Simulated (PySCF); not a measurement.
## Calculated NMR data

How the numbers were obtained: PBE0/pcSseg-1 with gauge-including orbitals, GFN2-xTB geometry, in PySCF (rapidly exchanging positions averaged, one conformer, non-relativistic, in vacuum).

Referencing at the same level of theory: 1H (σ = 31.72 ppm) and 13C (σ = 186.93 ppm) against TMS. Splittings of carbon signals by F and P are missing where no couplings were computed. Where no couplings were computed, multiplicities follow the n + 1 count of equivalent neighbours, and m marks all less simple cases (inequivalent or close neighbours, rings, F or P nearby). Shifts are as computed. Against solution values, carbons near 30 ppm lie about +3 ppm off and those near 130 ppm about +5 ppm. Of 1211 compounds with measured shifts, 218 miss one by over three times the rms of a fit or turn the order of signals round; such compounds aren't used in these exercises.

Compound 1 (C$_{7}$H$_{7}$OP). 1H NMR (400 MHz, computed): δ 8.77 (m, 1H), 7.09 (m, 1H), 7.04 (m, 1H), 6.57 (m, 1H), 6.31 (m, 1H), 5.66 (m, 1H), 5.60 (m, 1H). 13C{1H} NMR (computed): δ 189.0, 162.1, 148.3, 135.7, 129.7, 123.0, 121.9. Structure: `C=Cc1ocpc1C=C`.

Compound 2 (C$_{8}$H$_{14}$O). 1H NMR (400 MHz, computed): δ 9.65 (t, 1H), 2.97 (d, 2H), 2.17 (q, 2H), 2.02 (s, 3H), 1.72 (s, 3H), 1.07 (t, 3H). 13C{1H} NMR (computed): δ 197.0 (CH), 145.5 (C), 126.1 (C), 53.8 (CH2), 34.0 (CH2), 21.4 (CH3), 18.4 (CH3), 15.6 (CH3). Structure: SMILES C(=C(/CC)C)(/C)CC=O.
